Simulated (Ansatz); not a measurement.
A run for Ansatz (a quantum-chemistry and plane-wave program): U-CCSD(T)/def2-TZVPP on NaB-, 2S+1 = 4, a spin state set in the input, which need not be the lowest, a point of a bond scan (R = 2.648 Å). Charge -1.

Ansatz 0.2 input:
```yaml
crystal:
  periodic: [false, false, false]
  atoms:
    - {symbol: B, position_ang: [0.00000000, 0.00000000, 0.00000000]}
    - {symbol: Na, position_ang: [0.00000000, 0.00000000, 2.64829600]}
basis:
  gaussian:
    orbitals: def2-TZVPP
    pivot_positions_ang: [[0.00000000, 0.00000000, 0.00000000], [0.00000000, 0.00000000, 2.64829600]]
total_charge: -1
magnetization: {spin_polarized: true, initial_magnetization: 3}
correlation: {method: ccsd_t, electrons: valence}
output: {orbitals: {seedname: ./end}}
```

Program output:

```
WARN ansatz: RAYON_NUM_THREADS=2 ignored (pool sized by the plan → 2); use --threads N
Functional definition: HF
integrals: 0.04 GiB planned
517 factors; integrals over basis functions are off by at most 2.4e-4 eV
mean field: 0.11 GiB planned
mean field evaluation 1: about -5070.2487 eV, gradient 9.0e0 eV
mean field evaluation 2: about -5070.2531 eV, gradient 8.9e0 eV
mean field evaluation 4: about -5071.9135 eV, gradient 2.1e0 eV
mean field evaluation 8: about -5072.2492 eV, gradient 1.8e-1 eV
mean field evaluation 16: about -5072.2728 eV, gradient 4.5e-1 eV
mean field evaluation 32: about -5072.1369 eV, gradient 1.0e0 eV
mean field evaluation 64: about -5072.4292 eV, gradient 1.2e0 eV
mean field evaluation 96: about -5072.4590 eV, gradient 2.6e-6 eV
mean field evaluation 128: about -5072.2429 eV, gradient 5.4e-1 eV
mean field evaluation 160: about -5072.4590 eV, gradient 5.5e-4 eV
mean field evaluation 192: about -5072.2551 eV, gradient 1.8e-2 eV
mean field evaluation 224: about -5071.1799 eV, gradient 1.1e0 eV
mean field evaluation 256: about -5071.5009 eV, gradient 9.7e-1 eV
mean field evaluation 288: about -5070.8905 eV, gradient 5.4e-1 eV
mean field evaluation 320: about -5071.2415 eV, gradient 7.6e-1 eV
mean field evaluation 352: about -5071.4077 eV, gradient 3.9e-1 eV
mean field evaluation 384: about -5071.3515 eV, gradient 4.2e-1 eV
mean field evaluation 416: about -5070.1219 eV, gradient 7.4e-1 eV
mean field evaluation 448: about -5070.1733 eV, gradient 3.7e0 eV
mean field evaluation 480: about -5070.1484 eV, gradient 1.3e-2 eV
mean field evaluation 512: about -5072.2551 eV, gradient 4.8e-6 eV
mean field -5072.45902113 eV, -186.4094307904 hartree, gradient 1.1e-6 eV, S^2 3.760965; 18 other end points of the search recorded, 0 dependent functions left out
determinant -5072.45902113 eV, -186.4094307904 hartree, with singles and doubles -5079.26037932 eV, -186.6593760938 hartree
determinant -5072.25512935 eV, -186.4019379055 hartree, with singles and doubles -5079.15601538 eV, -186.6555407895 hartree
determinant -5070.91805797 eV, -186.3528014385 hartree, with singles and doubles -5077.73517636 eV, -186.6033259189 hartree
determinant -5070.33920090 eV, -186.3315288338 hartree, with singles and doubles -5077.10399532 eV, -186.5801304433 hartree
determinant -5070.19893974 eV, -186.3263743312 hartree, with singles and doubles -5077.14970036 eV, -186.5818100727 hartree
determinant -5070.14841547 eV, -186.3245175984 hartree, with singles and doubles -5076.67645501 eV, -186.5644186266 hartree
determinant -5070.13514936 eV, -186.3240300780 hartree, with singles and doubles -5077.63104627 eV, -186.5994992085 hartree
determinant -5072.45902113 eV, -186.4094307904 hartree, with singles and doubles -5079.21983851 eV, -186.6578862463 hartree
determinant -5072.25512935 eV, -186.4019379055 hartree, with singles and doubles -5079.12643224 eV, -186.6544536292 hartree
determinant -5070.91805797 eV, -186.3528014385 hartree, with singles and doubles -5077.69067388 eV, -186.6016904829 hartree
determinant -5070.33920090 eV, -186.3315288338 hartree, with singles and doubles -5077.06538306 eV, -186.5787114688 hartree
determinant -5070.19893974 eV, -186.3263743312 hartree, with singles and doubles -5077.15685326 eV, -186.5820729367 hartree
determinant -5072.45902113 eV, -186.4094307904 hartree, with singles and doubles -5079.21955290 eV, -186.6578757505 hartree
determinant -5072.25512935 eV, -186.4019379055 hartree, with singles and doubles -5079.12733022 eV, -186.6544866295 hartree
2 core orbitals not correlated
reference -5072.45902113 eV, -186.4094307904 hartree; 8, 5 occupied and 53, 56 virtual orbitals, 517 factors
second order -6.09791218 eV of doubles, -0.00000000 eV of singles
coupled cluster: 0.20 GiB planned
cycle   1  -6.76053117 eV  change    6.0e-7 eV  update   1.9e-6
perturbative correction -0.14705134 eV, -0.0054040370 hartree
Total energy: -5079.36660364 eV, -186.6632797655 hartree
```

The run converged.

Cost: very roughly 26 core-seconds.
